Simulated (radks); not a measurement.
The calcium ion Ca2+ inside a hard spherical wall (all orbitals vanish at R), configuration held at [Ar] and not refilled when levels cross. All-electron calculation, scalar-relativistic Kohn-Sham, r2SCAN, spin-polarised, spherical densities, finite nucleus; meta-GGA in the generalised Kohn-Sham scheme; Fermi nuclear charge, rms radius 3.4776 fm. Program: a radial shooting solver on a logarithmic mesh with Libxc functionals. Eigenvalues in eV for spin up, with the zero of energy where the potential of the charges vanishes at infinity; a dash marks a level that is unbound or too diffuse for the functional's potential to be trusted. A positive occupied level is held by the wall or, in an anion where self-interaction has pushed it up, behind a barrier. The pressure on the wall is -dE/dV.

R (bohr)  E (hartree)  kinetic (hartree)    e(2s)    e(2p)    e(3s)    e(3p)  e(3d, empty)  e(4s, empty)  pressure (GPa)
free       -679.86583            684.542  -436.31  -354.34  -63.840  -43.765       -15.051             -               0
20         -679.86583            684.542  -436.31  -354.34  -63.840  -43.765       -15.051             -        < 0.0001
10         -679.86583            684.542  -436.31  -354.34  -63.840  -43.765       -15.051             -        < 0.0001
7          -679.86583            684.542  -436.31  -354.34  -63.840  -43.765       -15.045       -12.595        < 0.0001
5          -679.86550            684.547  -436.30  -354.32  -63.828  -43.752       -14.904       -10.685          0.0976
4          -679.85838            684.626  -436.04  -354.07  -63.658  -43.566       -14.294        -5.843            3.35
3.5        -679.83175            684.866  -435.36  -353.37  -63.202  -43.055       -13.248         0.272            19.6
3          -679.71425            685.734  -433.16  -351.14  -61.746  -41.392       -10.601        12.979             117
2.5        -679.20635            688.705  -426.77  -344.64  -57.278  -36.252        -3.777        41.570             727
2          -677.00898            698.546  -409.77  -327.22  -43.255  -20.458        14.195        111.99            4960
1.5        -666.93548            732.332  -367.50  -283.43    7.288   33.027        64.861        310.24           42300
